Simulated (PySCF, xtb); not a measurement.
CH₆OSiTe, SMILES [Te](O[SiH3])C.

xtb with GFN2-xTB at its own geometry gives an orbital gap of 3.28 eV and a dipole moment of 2.50 D.

Geometry: PBE-D3(BJ)/def2-SVP. This is a generated structure with no PubChem entry under its InChIKey; it may be hypothetical. The def2 effective core potentials stand for the cores of Te; spin–orbit coupling is left out. The values are those of a single conformer.

Problem. What does PBE/def2-TZVP (PySCF) give? (The exact figures need the calculation; the answer reports its results.)

Solution. gap 2.21 eV (levels -5.08 and -2.87 eV), dipole 1.97 D.
